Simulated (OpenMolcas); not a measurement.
# Ti3+ in MgO: curves along the breathing mode

Ti3+ with its 6 nearest oxide ions, on the Mg site of MgO (a = 4.2112 Å, distance in the model lattice 2.106 Å). The rest of the host is ab initio model potentials to 7.6 Å, with orthogonalisation functions on the cations behind the ligands, and point charges beyond; the distance is set by hand and nothing relaxes, and no local charge compensation is placed. Ligand basis ANO-RCC-VDZP.

* Program: OpenMolcas 26.06
* Method: SS-CASPT2, IPEA 0.25 Eh, imaginary shift 0.1 Eh (closed shells correlated: 3s 3p and the ligand valence shells)
* Basis: ANO-RCC-VDZP [5s4p2d1f]
* Scalar Hamiltonian: DKH2, point nucleus
* Active space: 1 electron in 5 orbitals (3d)
* State averaging: 2S+1 = 2 even, 5 roots
* Spin-orbit coupling: RASSI with atomic mean-field integrals over the reference wave functions

Spin-free energies (labels of O, the rotations of Oh) in cm-1 above the lowest fitted minimum, as all ligands move together:

```
R (Å)    2T2     2E
1.933   2860  28740
1.978    200  24310
2.024    560  23060
2.069   3570  24690
2.115   9060  28980
2.161  16810  35710
```

Cubic fits give the following; the wavenumber is harmonic, with the mass of all moving ligands, small differences in it between states hang on the degree of the fit, a number in brackets counts states of one label, and the table is a selection of at most 14 states with clean curves.

| State | R0 (Å) | Breathing mode (cm-1) | Minimum (cm-1) |
| --- | --- | --- | --- |
| 2T2 | 1.996 | 699 | 0 |
| 2E | 2.020 | 705 | 23040 |

The minimum of 2E is shifted by +0.0244 Å against 2T2 (from the unrounded fits). With M = 96.0 u for the moving shell, the Huang-Rhys factor in this mode is S = M ω ΔR² / 2ħ = 0.01483 × 96.0 × 699 × 0.0244² = 0.59. Only the first shell moves, against a rigid host.

Roots that are degenerate in the reference are averaged as groups; the widest CASPT2 spread within a group is 13 cm-1 (the 2-fold group of multiplicity 2 near 25900 cm-1 above the lowest state of its run, R = 1.933). Shifts and gaps below about the spread of the groups concerned are not significant. Over all roots computed the reference weight is 0.72 in R = 1.933, 0.72 in R = 1.978, 0.72 in R = 2.024, 0.72 in R = 2.069, 0.71 in R = 2.115, 0.71 in R = 2.161; a low but even weight reflects the number of correlated electrons. An orbital triplet at a regular site is open to Jahn-Teller coupling, which can distort the site and quench the lowest spin-orbit gaps and is left out. Ligand-to-metal charge-transfer states are missing. With one d shell and no ligand orbital active, 10Dq can be off by a tenth or more. The least metal-like active orbital is 83 % on the metal (Löwdin) and no ligand orbital is active, so the numbers are rough (holds for R = 1.933). The least metal-like active orbital is 84 % on the metal (Löwdin) and no ligand orbital is active, so the numbers are rough (holds for R = 1.978). The least metal-like active orbital is 85 % on the metal (Löwdin) and no ligand orbital is active, so the numbers are rough (holds for R = 2.024). No measured value stands beside these numbers.
